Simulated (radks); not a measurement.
The numbers below are computed, except where a source is named.
Question: Zr+, configuration [Kr] 4d1 5s2 (not the ground configuration). Level of theory: non-relativistic Kohn-Sham, PBE, spin-polarised, spherical densities, point nucleus; open shells are filled with parallel spins first (spin-orbit coupling, left out, can overturn this in heavy ions); relativity is left out, which matters for an element this heavy (a radial shooting solver on a logarithmic mesh with Libxc functionals). Some entries of the table are withheld. Estimate them.

orbital,occ.,eigenvalue (hartree),<r> (bohr),<r^2> (bohr^2)
1s down,1,-640.5765,0.03815,0.001948
1s up,1,-640.5764,0.03815,0.001948
2s up,1,-87.72173,0.1674,0.03294
2s down,1,-87.71824,0.1674,0.03294
2p up,3,-80.42489,0.1437,0.02518
2p down,3,-80.42240,0.1437,0.02518
3s up,1,-14.64809,0.4700,0.2531
3s down,1,-14.64636,0.4700,0.2531
3p up,3,-11.90807,0.4671,0.2540
3p down,3,-11.90607,0.4671,0.2540
3d up,5,-6.91649,0.4514,0.2462
3d down,5,-6.91332,0.4513,0.2461
4s up,1,-2.29398,1.234,1.724
4s down,1,-2.27132,1.231,1.717
4p up,3,-1.55380,1.363,2.126
4p down,3,-1.52872,1.360,2.119
4d up,1,-0.47522,1.969,4.644
4d down,0,-0.44931,1.992,4.775
5s up,1,-0.40374,(1),(2)
5s down,1,-0.39141,(3),(4)

Answer: 
(1) 5s up <r> (bohr): 3.335
(2) 5s up <r^2> (bohr^2): 12.51
(3) 5s down <r> (bohr): 3.382
(4) 5s down <r^2> (bohr^2): 12.87
